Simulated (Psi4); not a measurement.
isobutene (C4H8), singlet, geometry from GFN2-xTB; Psi4 with MP2/6-31G**.

The Psi4 input:
```
memory 2 GB

molecule mol {
0 1
C    -0.003583   -0.007268    1.449531
C    -0.000314   -0.000637    0.127043
H    -0.002796    0.903902    2.023744
H    -0.007186   -0.924151    2.014567
C     0.004712    1.267277   -0.672192
H     0.005227    2.140049   -0.024851
H     0.885835    1.305480   -1.312337
H    -0.873056    1.309725   -1.316663
C    -0.001358   -1.260473   -0.684882
H    -0.005051   -2.139692   -0.046336
H    -0.879304   -1.292232   -1.329725
H     0.879587   -1.296478   -1.325398
}

set {
  basis 6-31g**
  reference rhf
}

energy('mp2')
print_variables()
```

Predict the main parts of the log of this Psi4 run.


```
    SCF Algorithm Type (re)set to DF.

   => Loading Basis Set <=

    Name: 6-31G**
    Role: ORBITAL
    Keyword: BASIS

         ---------------------------------------------------------
                                   SCF
               by Justin Turney, Rob Parrish, Andy Simmonett
                          and Daniel G. A. Smith
                              RHF Reference
         ---------------------------------------------------------

  ==> Geometry <==

    Molecular point group: c1
    Full point group: C1

    Geometry (in Angstrom), charge = 0, multiplicity = 1:

       Center              X                  Y                   Z               Mass
    ------------   -----------------  -----------------  -----------------  -----------------
         C           -0.003525305179    -0.007151035548     1.426223207740    12.000000000000
         C           -0.000256305179    -0.000520035548     0.103735207740    12.000000000000
         H           -0.002738305179     0.904018964452     2.000436207740     1.007825032230
         H           -0.007128305179    -0.924034035548     1.991259207740     1.007825032230
         C            0.004769694821     1.267393964452    -0.695499792260    12.000000000000
         H            0.005284694821     2.140165964452    -0.048158792260     1.007825032230
         H            0.885892694821     1.305596964452    -1.335644792260     1.007825032230
         H           -0.872998305179     1.309841964452    -1.339970792260     1.007825032230
         C           -0.001300305179    -1.260356035548    -0.708189792260    12.000000000000
         H           -0.004993305179    -2.139575035548    -0.069643792260     1.007825032230
         H           -0.879246305179    -1.292115035548    -1.353032792260     1.007825032230
         H            0.879644694821    -1.296361035548    -1.348705792260     1.007825032230

  Running in c1 symmetry.

  Rotational constants: A =      0.30761  B =      0.28479  C =      0.15644 [cm^-1]
  Rotational constants: A =   9221.94018  B =   8537.71947  C =   4689.87455 [MHz]
  Nuclear repulsion =  120.428269239717025

  Charge       = 0
  Multiplicity = 1
  Electrons    = 32
  Nalpha       = 16
  Nbeta        = 16

  ==> Algorithm <==

  SCF Algorithm Type is DF.
  DIIS enabled.
  MOM disabled.
  Fractional occupation disabled.
  Guess Type is SAD.
  Energy threshold   = 1.00e-08
  Density threshold  = 1.00e-08
  Integral threshold = 1.00e-12

  ==> Primary Basis <==

[...]
  @DF-RHF Final Energy:  -156.12346810527478
    Total Energy =                       -156.1234681052747817
[...]

  //>>>>>>>>>>>>>>>>>>>>>>>>>>>>>>>>>>>//
  //               DFMP2               //
  //<<<<<<<<<<<<<<<<<<<<<<<<<<<<<<<<<<<//

   => Loading Basis Set <=

    Name: (6-31G** AUX)
    Role: RIFIT
    Keyword: DF_BASIS_MP2

	 --------------------------------------------------------
	                          DF-MP2
	      2nd-Order Density-Fitted Moller-Plesset Theory

	        Rob Parrish, Justin Turney, Andy Simmonett,
	           Ed Hohenstein, and C. David Sherrill
	 --------------------------------------------------------

   => Auxiliary Basis Set <=

  Basis Set: (6-31G** AUX)
    Blend: CC-PVDZ-RI
    Number of shells: 120
    Number of basis functions: 336
    Number of Cartesian functions: 384
    Spherical Harmonics?: true
    Max angular momentum: 3

	 --------------------------------------------------------
	                 NBF =   100, NAUX =   336
	 --------------------------------------------------------
	   CLASS    FOCC     OCC    AOCC    AVIR     VIR    FVIR
	   PAIRS       0      16      16      84      84       0
	 --------------------------------------------------------

	-----------------------------------------------------------
	 ==================> DF-MP2 Energies <====================
	-----------------------------------------------------------
	 Reference Energy          =    -156.1234681052747817 [Eh]
	 Singles Energy            =      -0.0000000000000000 [Eh]
	 Same-Spin Energy          =      -0.1313982398913779 [Eh]
	 Opposite-Spin Energy      =      -0.4565173235987357 [Eh]
	 Correlation Energy        =      -0.5879155634901136 [Eh]
	 Total Energy              =    -156.7113836687648813 [Eh]
	-----------------------------------------------------------
	 ================> DF-SCS-MP2 Energies <==================
	-----------------------------------------------------------
	 SCS Same-Spin Scale       =       0.3333333333333333 [-]
	 SCS Opposite-Spin Scale   =       1.2000000000000000 [-]
	 SCS Same-Spin Energy      =      -0.0437994132971260 [Eh]
	 SCS Opposite-Spin Energy  =      -0.5478207883184828 [Eh]
	 SCS Correlation Energy    =      -0.5916202016156088 [Eh]
	 SCS Total Energy          =    -156.7150883068903795 [Eh]
	-----------------------------------------------------------

  Variable Map:
  ----------------------------------------------------------------------------
[...]
  Array Variable Map:
  ----------------------------------------------------------------------------
[...]
[...]
```
